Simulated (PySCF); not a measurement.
Au: excitation energy

Au [Xe] 4f14 5d10 6s1 (2S) → Au [Xe] 4f14 5d10 6p1 (2P), as a difference of total energies. All numbers are calculated (PySCF 2.14, the spin-free X2C one-electron Hamiltonian (Gaussian nucleus), in x2c-TZVPPall with one added diffuse shell each of s, p, d, f type (12s8p8d4f1g, 113 functions)). Correlated levels: valence: [Xe] 4f14 frozen. The calculations carry no spin-orbit coupling.

```csv
method,excitation energy (eV)
UHF,4.229
MP2 (valence),5.131
SCS-MP2 (valence),5.051
CCSD (valence),4.901
CCSD(T) (valence),4.926
```

Task: How much does correlation contribute at CCSD(T) (valence)?

Result: 4.926 − (4.229) = 0.697 eV, measured against UHF.

Errors of the correlated levels include the incompleteness of this basis and the frozen core.

For comparison: 4.947 eV (measured; NIST levels, between the centres of gravity of the two terms).
